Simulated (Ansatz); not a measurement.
Gas-phase electronic energies from Ansatz, PBE0-D4/def2-TZVP geometries. CCSD(T)/CBS adds triple-zeta CCSD(T) − MP2 to the extrapolated MP2 energy (def2 sets, frozen cores). DFT in def2-TZVPP. Each species was taken in one conformer, which may not be the lowest.

Reaction (redistribution): `NC([SiH3])[SiH2]O` + `CN([SiH2]Cl)[SiH](O)F` → `CN([SiH2]O)[SiH](O)F` + `NC([SiH3])[SiH2]Cl`

| level | ΔE (kJ/mol) | difference from CCSD(T)/CBS |
| --- | --- | --- |
| PBE0-D4 | -8.4 | -0.1 |
| B2PLYP | -8.5 | -0.2 |
| PBE | -6.6 | 1.7 |
| MP2/def2-TZVPP | -9.6 | -1.3 |
| SCS-MP2/def2-TZVPP | -8.6 | -0.3 |
| CCSD(T)/def2-TZVPP | -9.2 | -0.9 |
| HF/def2-QZVPP | -6.9 | 1.4 |
| SCS-MP2/def2-QZVPP | -7.9 | 0.4 |
| HF/CBS(def2) | -6.8 | 1.5 |
| MP2/CBS(def2) | -8.8 | -0.5 |
| CCSD(T)/CBS | -8.3 | 0 |

Largest T1 diagnostic among the species: 0.011.
